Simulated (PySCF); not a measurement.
# Pd: ionisation energy

Pd [Kr] 4d10 (1S) → Pd⁺ [Kr] 4d9 (2D), as a difference of total energies. All numbers are calculated (PySCF 2.14, a scalar-relativistic core potential, in cc-pVTZ-PP with ECP28MDF). Correlated levels: valence: 4s2 4p6 frozen. The calculations carry no spin-orbit coupling.

```
           method  ionisation energy (eV)  error (eV)
              UHF                   6.241      -2.271
             PBE0                   8.387      -0.125
              LDA                   9.236      +0.724
    MP2 (valence)                   8.469      -0.043
SCS-MP2 (valence)                   8.241      -0.271
```

Reference: 8.512 eV (measured; NIST levels, between the centres of gravity of the two terms).

Errors of the correlated levels include the incompleteness of this basis and the frozen core.
